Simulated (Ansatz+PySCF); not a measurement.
A calculation with PySCF 2.14.0.

```python
from pyscf import gto, scf

mol = gto.M(atom="""
K 0.000000 0.000000 -1.253520
Cl 0.000000 0.000000 1.400990
""", basis='def2-svp', charge=0, spin=0)
mf = scf.UHF(mol)
mf.kernel()
print(mf.converged, mf.e_tot, mf.spin_square()[0])
```

The script is written out from the run's settings.

The run gave:

```
Converged                       : yes
Total energy                    : -1058.50940 hartree
Spin squared of the determinant : 0.000
Cycles                          : 9
```
